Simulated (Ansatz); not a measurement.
# Molecular dynamics of Ba16H

Input:

```yaml
accuracy: low
crystal:
  lattice:
    - [10.04, 0.0, 0.0]
    - [0.0, 10.04, 0.0]
    - [0.0, 0.0, 10.04]
  atoms:
    - { symbol: Ba, position: [0.00982767, -0.00619067, -0.0003583] }
    - { symbol: Ba, position: [0.4971252, 0.01942837, 0.00012959] }
    - { symbol: Ba, position: [0.01002482, 0.50605002, -0.00035736] }
    - { symbol: Ba, position: [-0.00108214, -0.0030264, 0.49969972] }
    - { symbol: Ba, position: [0.23982061, 0.24984053, 0.25633198] }
    - { symbol: Ba, position: [0.49704579, 0.4803934, 0.00011964] }
    - { symbol: Ba, position: [0.50167749, 0.00357414, 0.49948593] }
    - { symbol: Ba, position: [0.75212458, 0.25002265, 0.22962616] }
    - { symbol: Ba, position: [-0.00097716, 0.50273673, 0.49969747] }
    - { symbol: Ba, position: [0.25016922, 0.74984919, 0.25346287] }
    - { symbol: Ba, position: [0.24043294, 0.2498385, 0.74347328] }
    - { symbol: Ba, position: [0.50158059, 0.49616702, 0.49949017] }
    - { symbol: Ba, position: [0.74890349, 0.74978873, 0.24623986] }
    - { symbol: Ba, position: [0.75175511, 0.25002905, 0.77014374] }
    - { symbol: Ba, position: [0.25045209, 0.74985227, 0.74592] }
    - { symbol: Ba, position: [0.74860638, 0.74978475, 0.75323272] }
    - { symbol: H, position: [0.62204022, 0.24920423, -0.00264327] }
basis:
  ecutwfc: 420.0
kpoints:
  mp_grid: { grid: [1, 1, 1] }
hamiltonian:
  xc: pbe
scf:
  occupations: { method: fermi_dirac, width: 0.15 }
  lower_state_search: "off"
md:
  timestep: 0.5
  n_steps: 300
  ensemble: nvt_langevin
  temperature: 600.0
  initial_velocities: maxwell_boltzmann
  seed: 325404
  friction: 0.05
```

Command:

```bash
$ ansatz run input.yaml --threads 2 --pin off --max-ram 5120MiB --backend cpu --events-out ev --progress --plain --runs-dir out
```

It starts from a relaxed structure.

Output, in part (step lines):

```
md step     0: t =     0.00 fs  T =   564.7 K  F+E_penalty+E_count = -95213.55159564 eV  E_kin = 1.240896 eV  (8 SCF iters)
md step     1: t =     0.50 fs  T =   543.8 K  F+E_penalty+E_count = -95213.55121574 eV  E_kin = 1.194968 eV  (6 SCF iters)
md step     2: t =     1.00 fs  T =   529.9 K  F+E_penalty+E_count = -95213.55039067 eV  E_kin = 1.164347 eV  (6 SCF iters)
md step     3: t =     1.50 fs  T =   560.4 K  F+E_penalty+E_count = -95213.54929077 eV  E_kin = 1.231369 eV  (6 SCF iters)
md step     4: t =     2.00 fs  T =   538.1 K  F+E_penalty+E_count = -95213.54805817 eV  E_kin = 1.182388 eV  (6 SCF iters)
md step     5: t =     2.50 fs  T =   527.7 K  F+E_penalty+E_count = -95213.54622892 eV  E_kin = 1.159512 eV  (4 SCF iters)
md step     6: t =     3.00 fs  T =   560.2 K  F+E_penalty+E_count = -95213.54403846 eV  E_kin = 1.231019 eV  (4 SCF iters)
md step     7: t =     3.50 fs  T =   559.4 K  F+E_penalty+E_count = -95213.54201770 eV  E_kin = 1.229133 eV  (4 SCF iters)
[... lines left out ...]
md step   299: t =   149.50 fs  T =   407.4 K  F+E_penalty+E_count = -95212.93263467 eV  E_kin = 0.895299 eV  (4 SCF iters)
md step   300: t =   150.00 fs  T =   411.5 K  F+E_penalty+E_count = -95212.92916647 eV  E_kin = 0.904164 eV  (6 SCF iters)
```

The steps, from the saved trajectory:

| time (fs) | T (K) | potential energy less start (eV) |
| --- | --- | --- |
| 0 | 565 | 0.000 |
| 5 | 503 | 0.015 |
| 10 | 445 | 0.044 |
| 15 | 516 | 0.057 |
| 20 | 497 | 0.082 |
| 25 | 488 | 0.134 |
| 30 | 419 | 0.157 |
| 35 | 511 | 0.170 |
| 40 | 552 | 0.148 |
| 45 | 519 | 0.150 |
| 50 | 461 | 0.181 |
| 55 | 561 | 0.217 |
| 60 | 705 | 0.229 |
| 65 | 606 | 0.227 |
| 70 | 597 | 0.242 |
| 75 | 719 | 0.306 |
| 80 | 729 | 0.418 |
| 85 | 604 | 0.438 |
| 90 | 752 | 0.403 |
| 95 | 638 | 0.393 |
| 100 | 543 | 0.385 |
| 105 | 594 | 0.409 |
| 110 | 544 | 0.465 |
| 115 | 515 | 0.522 |
| 120 | 507 | 0.530 |
| 125 | 793 | 0.497 |
| 130 | 747 | 0.509 |
| 135 | 619 | 0.557 |
| 140 | 583 | 0.598 |
| 145 | 511 | 0.607 |
| 150 | 411 | 0.622 |

All steps were run. A run of 0.15 ps of so small a system gives no equilibrium averages. Limits of this set-up: coarse k mesh, odd electron count without spin, a small cell, in which the defect meets its images, a typed lattice constant that wasn't relaxed here, low accuracy level.

Mean squared displacements from the first frame to the last, about the centre of mass: Ba 0.04 Å², H 0.00 Å².

Last frame:

```xyz
17
Lattice="10.0400 0.0000 0.0000 0.0000 10.0400 0.0000 0.0000 0.0000 10.0400" Properties=species:S:1:pos:R:3
Ba 0.108 0.013 -0.087
Ba 4.897 0.355 0.117
Ba 0.009 5.242 0.029
Ba 0.121 -0.083 5.021
Ba 2.489 2.573 2.599
Ba 5.040 5.019 0.040
Ba 5.113 0.169 5.069
Ba 7.594 2.445 2.296
Ba 0.079 5.056 5.205
Ba 2.728 7.698 2.582
Ba 2.330 2.495 7.532
Ba 4.775 5.029 5.192
Ba 7.571 7.619 2.285
Ba 7.832 2.289 7.771
Ba 2.553 7.693 7.747
Ba 7.761 7.564 7.377
H 6.281 2.596 0.068
```

Run time: 11 min on 2 threads of Intel(R) Xeon(R) Platinum 8375C CPU @ 2.90GHz (Ice Lake), with other jobs on the host, peak memory 0.91 GiB.
